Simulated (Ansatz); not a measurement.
Start from `C[NH][Hf]([F])([F])[F]` and change one atom or group to get `[NH2][Hf]([F])([F])[F]`.

Ansatz, PBE0-D4/def2-TZVP geometries, multiplicity 1. Each molecule was computed in one conformer, which needn't be the lowest.

Elements past krypton have def2 core potentials.

```tsv
property	`C[NH][Hf]([F])([F])[F]`
LUMO energy (PBE/def2-TZVPP) / eV	-1.40
HOMO energy (PBE0/def2-TZVPP) / eV	-7.44
HOMO–LUMO gap (PBE0/def2-TZVPP) / eV	6.89
HOMO energy (PBE/def2-TZVPP) / eV	-6.06
HOMO–LUMO gap (PBE/def2-TZVPP) / eV	4.66
HOMO energy (B3LYP/def2-TZVPP) / eV	-7.22
```

Give the same properties after the change, and the shifts. (Best estimate.)

The calculation gave: 
| property | `[NH2][Hf]([F])([F])[F]` | shift |
| --- | --- | --- |
| LUMO energy (PBE/def2-TZVPP) / eV | -1.40 | 0.00 |
| HOMO energy (PBE0/def2-TZVPP) / eV | -8.14 | -0.70 |
| HOMO–LUMO gap (PBE0/def2-TZVPP) / eV | 7.55 | 0.66 |
| HOMO energy (PBE/def2-TZVPP) / eV | -6.67 | -0.61 |
| HOMO–LUMO gap (PBE/def2-TZVPP) / eV | 5.26 | 0.60 |
| HOMO energy (B3LYP/def2-TZVPP) / eV | -7.89 | -0.67 |

B3LYP here is the variant with VWN-RPA as its local correlation; programs differ in this.
